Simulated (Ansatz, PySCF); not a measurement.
Gas-phase reaction (SMILES): C[Si](O)(O)O [trihydroxy(methyl)silane] → [CH3] (CH3) + O[Si](O)O; the C-Si bond at the site shown breaks (other sites are not compared here).

Each molecule is optimised on its own at B3LYP-D3(BJ)/def2-TZVP (Ansatz, a program for electronic structure), one conformer each, not searched for the lowest. Cores are frozen in the correlated levels unless marked. Open shells are spin-unrestricted. Spin-orbit coupling is left out. Non-relativistic. Basis-set limits of correlation are two-point, X^-3; Hartree-Fock from the larger set. The bracket is a focal-point correction in the basis named. Thermal terms are rigid-rotor harmonic-oscillator values from B3LYP-D3(BJ) frequencies (Ansatz or PySCF) at 298.15 K and 1 atm. 1 Eh = 627.5095 kcal/mol.

| species | E, RI-MP2/CBS(aug-cc-pV(T+d)Z,aug-cc-pV(Q+d)Z)+[CCSD(T)-MP2]/aug-cc-pV(T+d)Z (Ansatz) (Eh) | E, PBE/def2-TZVPD (Ansatz) (Eh) | H - E (Eh) |
|---|---|---|---|
| C[Si](O)(O)O | -556.44762 | -556.74128 | 0.08835 |
| [CH3] (CH3) | -39.78163 | -39.78820 | 0.03371 |
| O[Si](O)O | -516.50318 | -516.80322 | 0.04851 |

### Question
Work out ΔE and ΔH at 298.15 K at the first level, then ΔH at the second.

### Answer

1. ΔE = [(-39.78163) + (-516.50318)] - [(-556.44762)] = 0.16281 Eh = 102.2 kcal/mol at RI-MP2/CBS(aug-cc-pV(T+d)Z,aug-cc-pV(Q+d)Z)+[CCSD(T)-MP2]/aug-cc-pV(T+d)Z.
2. The terms H - E add up to -0.00613 Eh, so ΔH = (0.16281 + (-0.00613))×627.5095 = 98.3 kcal/mol.
3. At PBE/def2-TZVPD the same steps give ΔE = 94.0 and ΔH = 90.2 kcal/mol, a shift of -8.1 from the first level.
4. These values are not checked against measurement here, since the tables used lack a sound gas-phase enthalpy of formation for at least one species.
